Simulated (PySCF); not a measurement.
## Correlation energy of Sn (tin, neutral)

[Kr] 4d10 5s1 5p2 6s1, high-spin 5P determinant (an excited configuration). Computed with PySCF 2.14 in aug-cc-pVDZ-PP with ECP28MDF, with a scalar-relativistic core potential. Frozen: 4s2 4p6 4d10; 4 electrons correlated.

| level | correlation energy (mhartree) |
| --- | --- |
| CCSD | -16.59 |
| (T) | -0.12 |
| CCSD(T) | -16.71 |
| CCSDT | -16.77 |
| FCI | -16.78 |

Diagnostics: T1 = 0.0081, D1 = 0.0199, largest double amplitude 0.038, weight of the Hartree-Fock determinant in FCI 0.9744 (8855 determinants).

Problem. Is a single reference adequate?

Solution. Yes, within this model without spin-orbit coupling: T1 lies below 0.03 and no double amplitude reaches 0.07.
